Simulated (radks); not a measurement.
Results of a calculation; reference values are marked as such.
All-electron atom: Sc I in [Ar] 3d1.5 4s1 4p0.5 (fractional occupations, a model configuration). Level of theory: scalar-relativistic Kohn-Sham, PBE, spin-polarised, spherical densities, finite nucleus; open shells are filled with parallel spins first; Fermi nuclear charge, rms radius 3.5459 fm (a radial shooting solver on a logarithmic mesh with Libxc functionals).

Unscreened Slater integrals over Kohn-Sham orbitals (cm^-1). They are taken over the spin-up orbitals.

| integral | value |
|---|---|
| F0(4p,4p) | 39784 |
| F2(4p,4p) | 20595 |
| F0(4p,3d) | 50306 |
| F2(4p,3d) | 13565 |
| G1(4p,3d) | 9662.0 |
| G3(4p,3d) | 6685.1 |
| F0(4p,4s) | 44990 |
| G1(4p,4s) | 27774 |
| F0(4p,3p) | 52689 |
| F2(4p,3p) | 7863.8 |
| G0(4p,3p) | 1863.4 |
| G2(4p,3p) | 2103.1 |
| F0(3d,3d) | 103590 |
| F2(3d,3d) | 44443 |
| F4(3d,3d) | 27047 |
| F0(3d,4s) | 63977 |
| G2(3d,4s) | 14266 |
| F0(3d,3p) | 127970 |
| F2(3d,3p) | 55745 |
| G1(3d,3p) | 68656 |
| G3(3d,3p) | 40540 |
| F0(4s,4s) | 53313 |
| F0(4s,3p) | 68744 |
| G1(4s,3p) | 4058.8 |
| F0(3p,3p) | 168530 |
| F2(3p,3p) | 84343 |

Derived for the open shells (J is the average intra-shell exchange parameter used in DFT+U). 3d: Racah B = F2/49 - 5 F4/441 = 600.3 cm^-1, C = 35 F4/441 = 2147 cm^-1, C/B = 3.58, F4/F2 = 0.609, J = (F2 + F4)/14 = 5106 cm^-1. 4p: J = F2/5 = 4119 cm^-1.
